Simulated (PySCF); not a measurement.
Gas-phase reaction: 2 GeHCl3 + 4 C2H6 → 2 CH3GeH3 + 3 CH2Cl2 + C3H8

Computed with PySCF (xtb for GFN2) and rigid-rotor harmonic-oscillator thermochemistry at 1 bar. † marks an energy on the PBE0/def2-TZVP geometry and frequencies; other levels use their own. MP2 and CCSD(T) freeze the core. 6-31G* has spherical d functions here. All species are closed-shell singlets. B3LYP is the form with VWN-RPA correlation. Ge: all electrons, no relativistic terms. MP2 isn't extrapolated to the basis-set limit. CCSD(T) isn't extrapolated to the basis-set limit.

```
level                ΔH°(298 K), kJ
-------------------  --------------
B3LYP/def2-TZVP†                747
CCSD(T)/def2-TZVPP†             745
GFN2-xTB                        [?]
HF/6-31G*                       789
MP2/def2-TZVPP†                 766
PBE0/def2-QZVP†                 [?]
ωB97M-V/def2-TZVP†              [?]
```

### Question
Some entries are withheld; supply them.

### Answer

- GFN2-xTB, ΔH°(298 K), kJ: 898
- PBE0/def2-QZVP†, ΔH°(298 K), kJ: 738
- ωB97M-V/def2-TZVP†, ΔH°(298 K), kJ: 749
